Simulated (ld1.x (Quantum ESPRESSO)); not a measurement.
# Before and after: TM potential for Rb

Rb, norm-conserving Troullier–Martins (Kleinman–Bylander form), made with ld1.x (Quantum ESPRESSO) 7.5 (PBEsol, scalar-relativistic). Core [Ar] 3d10 4s2, reference 4p6 5s1 5p0. Waves: 5s (bound): rc 4.10 bohr; 4p (bound): rc 2.60 bohr; 4d channel at 0.05 Ry: rc 3.90 bohr. Local part: all-electron potential smoothed inside 2.80 bohr (lloc = -2). Core correction: Bessel-smoothed model core, default radius (core density twice the valence density).

All-electron outer shells of the reference configuration (PBEsol, scalar-relativistic, ld1.x):

| shell | level (eV) | outermost node (bohr) | outermost maximum (bohr) |
| --- | --- | --- | --- |
| 3d | -103.99 | – | 0.39 |
| 4s | -31.91 | 0.62 | 1.25 |
| 4p | -15.98 | 0.64 | 1.42 |
| 5s | -2.22 | 1.79 | 4.43 |
| 5p | -0.74 | 2.20 | 6.14 |

Change: local potential all-electron potential smoothed inside 4.54 bohr (lloc = -2).

Cutoffs: the cutoffs (Ry, on a coarse ladder) from which the occupation-weighted sum of valence levels, in a spherical-Bessel basis at the reference potential, stays within 10 and 1 mRy of its value at 400 Ry; they do not see the model core or the augmentation charge, which bear on the density cutoff. Errors are all-electron minus pseudo energies relative to the spin-unpolarised reference configuration.

Problem. What does the change do?

Solution. The potential gets neither clearly harder nor softer (15 Ry and 18 Ry → 15 Ry and 18 Ry); of the 4 tests that both files solve, the error grows in 3 and shrinks in 1 by more than 15 % and 0.3 meV (median size 8.5 → 72.7 meV); neither file shows a bound ghost.

| quantity | base | changed |
| --- | --- | --- |
| cutoff, loose | 15 Ry | 15 Ry |
| cutoff, tight | 18 Ry | 18 Ry |
| bound ghosts | none | none |
| error for 4p6 5s0 5p0, meV [ΔE 4.07 eV] | -1.5 | -2.2 |
| error for 4p6 5s0.5 5p0, meV [ΔE 1.56 eV] | +1.0 | -0.2 |
| error for 4p6 5s0 5p1, meV [ΔE 1.49 eV] | -16 | -143 |
| error for 4p5 5s1 5p0, meV [ΔE 21.15 eV] | +169 | -233 |
